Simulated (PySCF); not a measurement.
Cd (cadmium, neutral) across methods

[Kr] 4d10 5s2, closed-shell 1S. All numbers are calculated (PySCF 2.14, scalar relativity through the core potential, in def2-TZVPPD with the def2 core potential (28 electrons) (6s4p3d2f1g, 56 functions)).

```json
{"method": "r2SCAN0", "E (hartree)": "-167.7975", "mean ε 4p (eV)": "-74.433", "mean ε 4d (eV)": "-14.053", "mean ε 5s (eV)": "-6.566", "Σ⟨r²⟩ (bohr²)": "47.64", "⟨S²⟩": "0.000"}
{"method": "TPSS", "E (hartree)": "-167.7095", "mean ε 4p (eV)": "-68.707", "mean ε 4d (eV)": "-11.543", "mean ε 5s (eV)": "-5.614", "Σ⟨r²⟩ (bohr²)": "47.59", "⟨S²⟩": "0.000"}
{"method": "UHF", "E (hartree)": "-166.88392", "mean ε 4p (eV)": "-86.249", "mean ε 4d (eV)": "-19.589", "mean ε 5s (eV)": "-7.647", "Σ⟨r²⟩ (bohr²)": "49.63", "⟨S²⟩": "0.000"}
{"method": "CAM-B3LYP", "E (hartree)": "-167.7513", "mean ε 4p (eV)": "-74.058", "mean ε 4d (eV)": "-15.160", "mean ε 5s (eV)": "-7.619", "Σ⟨r²⟩ (bohr²)": "47.94", "⟨S²⟩": "0.000"}
{"method": "r2SCAN", "E (hartree)": "-167.8350", "mean ε 4p (eV)": "-70.424", "mean ε 4d (eV)": "-11.941", "mean ε 5s (eV)": "-5.880", "Σ⟨r²⟩ (bohr²)": "47.39", "⟨S²⟩": "0.000"}
{"method": "PBE", "E (hartree)": "-167.7889", "mean ε 4p (eV)": "-68.192", "mean ε 4d (eV)": "-11.537", "mean ε 5s (eV)": "-5.686", "Σ⟨r²⟩ (bohr²)": "47.69", "⟨S²⟩": "0.000"}
{"method": "TPSSh", "E (hartree)": "-167.7119", "mean ε 4p (eV)": "-70.535", "mean ε 4d (eV)": "-12.418", "mean ε 5s (eV)": "-5.898", "Σ⟨r²⟩ (bohr²)": "47.66", "⟨S²⟩": "0.000"}
{"method": "LDA", "E (hartree)": "-167.4945", "mean ε 4p (eV)": "-68.160", "mean ε 4d (eV)": "-11.694", "mean ε 5s (eV)": "-5.988", "Σ⟨r²⟩ (bohr²)": "47.44", "⟨S²⟩": "0.000"}
{"method": "PBE0", "E (hartree)": "-167.7748", "mean ε 4p (eV)": "-72.906", "mean ε 4d (eV)": "-13.742", "mean ε 5s (eV)": "-6.377", "Σ⟨r²⟩ (bohr²)": "47.83", "⟨S²⟩": "0.000"}
```

Energies and moments cover only the electrons outside the core potential.
